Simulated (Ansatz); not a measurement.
Consider the redistribution: `[OH][Ga]([OH])[Cl]` + `[OH][In]([SH])[Cl]` → `[OH][Ga]([Cl])[Cl]` + `[OH][In]([OH])[SH]`.

Program: Ansatz. Geometries: PBE0-D4/def2-TZVP. ΔE: electronic, gas phase. CBS: MP2 limit from def2 TZ/QZ plus the TZ coupled-cluster correction, frozen cores. DFT in def2-TZVPP. def2 core potentials past Kr. For Ga, In outer-core shells are correlated without core-valence functions, which leaves a few kJ/mol of doubt a bond. Scalar relativity is left out up to krypton. One conformer a species, not always the lowest.

```json
{"level": "PBE0-D4", "ΔE (kJ/mol)": "35.4"}
{"level": "PBE", "ΔE (kJ/mol)": "31.7"}
```

What does CCSD(T)/CBS give? (An estimate is asked.)

Ansatz gave: +34.0 kJ/mol. The listed levels differ from it by 1.4, -2.3 kJ/mol.

Largest T1 diagnostic among the species: 0.016.

In def2-TZVPP, CCSD(T) changes the Hartree–Fock value by −7.4 kJ/mol (the triples alone add −1.5 kJ/mol) and MP2 by −6.8 kJ/mol. From PBE to PBE0 (25 % exact exchange), in def2-TZVPP and without D4, ΔE moves by +3.7 kJ/mol.
